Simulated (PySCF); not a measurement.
C3H5FOSi, SMILES F[Si@H]1C=CCO1.

Geometry optimised at B3LYP-D3(BJ)/def2-SVP. The structure was generated by enumeration; whether it is a known compound was not checked. The values are those of a single conformer.

Calculation: SMD-M06-2X/6-31G* in PySCF.

Solvation free energies are E(SMD) − E(gas) at the gas-phase geometry, for 1 M in both phases. In vacuum the dipole moment is 2.81 D.

| solvent | ΔG(solv) (kcal/mol) | its non-electrostatic (CDS) part | dipole (D) |
|---|---|---|---|
| water | [?] | [?] | [?] |
| benzene | -3.4 | -1.3 | 3.13 |
| ethylethanoate | -4.3 | -0.7 | 3.37 |

Q: Complete the blanks. (The exact figures need the calculation; the answer reports its results.)

A: 
- water, ΔG(solv) (kcal/mol): -2.4
- water, its non-electrostatic (CDS) part: 3.5
- water, dipole (D): 3.65
